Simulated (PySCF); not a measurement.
Gas-phase reaction: 4 GeH₃ + 4 O → Ge(OH)₄ + Ge₃H₈

Energies from PySCF, thermal terms from the rigid-rotor harmonic-oscillator model, ideal gas at 1 bar. † marks an energy on the PBE0/def2-TZVP geometry and frequencies; other levels use their own. CCSD(T) freezes the core. 6-31G* has spherical d functions here. Open shells (unrestricted): GeH₃ (multiplicity 2), O (multiplicity 3); the rest are closed-shell singlets. Spin-orbit splitting is ignored; it lowers the true energy and changes the entropy of O. B3LYP is the form with VWN-RPA correlation. Ge: all electrons, no relativistic terms. GeH₃, Ge(OH)₄: computed as isolated molecules; such fragments, hydroxides, amides, oligomers or adducts are transient or little studied in the gas. CCSD(T) isn't extrapolated to the basis-set limit.

| level | ΔH°(298 K), kJ |
|---|---|
| B3LYP/6-31G* | -2445 |
| CCSD(T)/def2-SVP† | -2405 |
| HF/6-31G* | ? |
| PBE/def2-SVP | ? |
| PBE/def2-TZVP† | ? |
| PBE0/def2-QZVP† | ? |
| PBE0/def2-TZVP | -2590 |
| r2SCAN/def2-TZVP† | -2621 |

**Question.** What belongs in the gaps?

**Answer.** 
- HF/6-31G*, ΔH°(298 K), kJ: -1464
- PBE/def2-SVP, ΔH°(298 K), kJ: -2700
- PBE/def2-TZVP†, ΔH°(298 K), kJ: -2709
- PBE0/def2-QZVP†, ΔH°(298 K), kJ: -2606
